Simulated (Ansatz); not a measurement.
K5H6⁻, 11 atoms. Hardware: 4 threads of Arm Neoverse V1 on a shared host.

Correlated methods freeze 25 core orbitals; core or outer-core shells of K are correlated, in sets that lack core-valence functions.

(1) How many basis functions does each of these Ansatz runs have, and roughly what does it cost? HF/STO-3G, charge -1 singlet, energy; r2SCAN-D4/def2-TZVPD, charge -1 singlet, energy, from earlier orbitals; BLYP-D4/def2-TZVPD, charge -1 singlet, energy, from earlier orbitals; LDA (SPW92)/def2-TZVPD, charge -1 singlet, energy, from earlier orbitals; PBE-D4/def2-TZVPD, charge -1 singlet, energy and forces, from earlier orbitals; PBE-D4/def2-SVPD, charge -1 singlet, relaxation, 41 steps; CCSD(T)/def2-SVPD, charge -1 singlet, energy, from earlier orbitals; PBE0-D4/def2-TZVPD, charge -1 singlet, energy, from earlier orbitals; ωB97X-V/def2-TZVPD, charge -1 singlet, energy, from earlier orbitals; MP2/def2-TZVPD, charge -1 singlet, energy, from earlier orbitals.

Answers

(1) Other jobs shared the machine, so times can vary by a factor of up to 3. A dash marks memory too small to be measured apart from the calling script's.

```json
{"run": "HF/STO-3G, charge -1 singlet, energy", "functions": "71", "fitting or Cholesky vectors": "880", "wall time": "0.4 s", "peak host memory (GiB)": "–"}
{"run": "LDA (SPW92)/def2-TZVPD, charge -1 singlet, energy, from earlier orbitals", "functions": "234", "fitting or Cholesky vectors": "1956", "wall time": "3.1 s", "peak host memory (GiB)": "–"}
{"run": "BLYP-D4/def2-TZVPD, charge -1 singlet, energy, from earlier orbitals", "functions": "234", "fitting or Cholesky vectors": "1956", "wall time": "8 s", "peak host memory (GiB)": "–"}
{"run": "MP2/def2-TZVPD, charge -1 singlet, energy, from earlier orbitals", "functions": "234", "fitting or Cholesky vectors": "2143", "wall time": "8 s", "peak host memory (GiB)": "0.87"}
{"run": "PBE-D4/def2-TZVPD, charge -1 singlet, energy and forces, from earlier orbitals", "functions": "234", "fitting or Cholesky vectors": "1956", "wall time": "8 s", "peak host memory (GiB)": "–"}
{"run": "PBE0-D4/def2-TZVPD, charge -1 singlet, energy, from earlier orbitals", "functions": "234", "fitting or Cholesky vectors": "2181", "wall time": "11 s", "peak host memory (GiB)": "1.1"}
{"run": "r2SCAN-D4/def2-TZVPD, charge -1 singlet, energy, from earlier orbitals", "functions": "234", "fitting or Cholesky vectors": "1956", "wall time": "17 s", "peak host memory (GiB)": "–"}
{"run": "ωB97X-V/def2-TZVPD, charge -1 singlet, energy, from earlier orbitals", "functions": "234", "fitting or Cholesky vectors": "2056", "wall time": "28 s", "peak host memory (GiB)": "1.3"}
{"run": "CCSD(T)/def2-SVPD, charge -1 singlet, energy, from earlier orbitals", "functions": "183", "fitting or Cholesky vectors": "1771", "wall time": "2 min", "peak host memory (GiB)": "2.3"}
{"run": "PBE-D4/def2-SVPD, charge -1 singlet, relaxation, 41 steps", "functions": "183", "fitting or Cholesky vectors": "1874", "wall time": "2.2 min", "peak host memory (GiB)": "–"}
```
